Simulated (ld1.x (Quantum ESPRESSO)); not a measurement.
**Reading a pseudo-wave (hydrogen (H))**

Columns: radius, all-electron u(r) and pseudo u(r) of the 1s shell (level -6.53 eV) of hydrogen in the configuration 1s1; BLYP, scalar-relativistic, TM scheme, ld1.x (Quantum ESPRESSO) 7.5.

```
r (bohr)  all-electron  pseudo
   0.042        0.0785  0.0674
   0.085        0.1519  0.1354
   0.128        0.2187  0.2014
   0.170        0.2780  0.2630
   0.212        0.3318  0.3208
   0.255        0.3816  0.3754
   0.298        0.4265  0.4249
   0.340        0.4658  0.4679
   0.382        0.5011  0.5057
   0.425        0.5333  0.5391
   0.467        0.5612  0.5670
   0.510        0.5865  0.5914
   0.552        0.6080  0.6117
   0.595        0.6273  0.6296
   0.638        0.6438  0.6451
   0.680        0.6576  0.6581
   0.722        0.6692  0.6694
   0.765        0.6791  0.6791
   0.807        0.6868  0.6868
   0.850        0.6930  0.6930
   0.892        0.6974  0.6974
   0.935        0.7005  0.7005
   0.977        0.7022  0.7022
   1.020        0.7027  0.7027
   1.062        0.7020  0.7020
   1.105        0.7004  0.7004
```

Problem. How many radial nodes do the two functions have?

Solution. The all-electron 1s function has n − l − 1 = 0; the pseudo-wave has 0.

Problem. At about which radius was the pseudo-wave matched?

Solution. 0.85 bohr. The columns agree to 0.0005 from 0.72 bohr on; several derivatives are matched, so the curves merge somewhat inside the radius.

Problem. Where does each function peak?

Solution. Outermost all-electron maximum near 1.02 bohr, pseudo maximum near 1.02 bohr (to the table’s step).

Problem. Is the pseudo-wave norm-conserving?

Solution. Yes: the TM scheme keeps the norm inside the radius equal to the all-electron one, which fixes the energy derivative of the logarithmic derivative at the level.
